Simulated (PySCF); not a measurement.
# Dipole response of Rh⁺ (rhodium, charge +1)

[Kr] 4d8, high-spin 3F determinant. All numbers are calculated (PySCF 2.14, a scalar-relativistic core potential, in aug-cc-pwCVTZ-PP with ECP28MDF (8s8p7d4f3g, 122 functions)). Coupled (time-dependent) response in atomic units; α is the mean over directions.

```json
{"method": "M06", "mean α (bohr³)": "13.75", "C₆ (like pair)": "85.73", "S(−4)": "82.06"}
```

S(−4) is the Cauchy moment in α(ω) = α(0) + S(−4) ω² + …

Spin-orbit coupling is absent.

α(iu) at M06:

| u (hartree) | α(iu) (bohr³) |
| --- | --- |
| 0 | 13.75 |
| 0.0500 | 13.55 |
| 0.100 | 13.01 |
| 0.200 | 11.45 |
| 0.300 | 9.899 |
| 0.500 | 7.559 |
| 0.750 | 5.657 |
| 1.00 | 4.388 |
| 1.50 | 2.850 |
| 2.00 | 1.992 |
| 3.00 | 1.117 |
| 5.00 | 0.4824 |

For an ion, C₆ is the dispersion term alone; charge-induced terms of lower order in 1/R come first.

Energies and moments cover only the electrons outside the core potential.
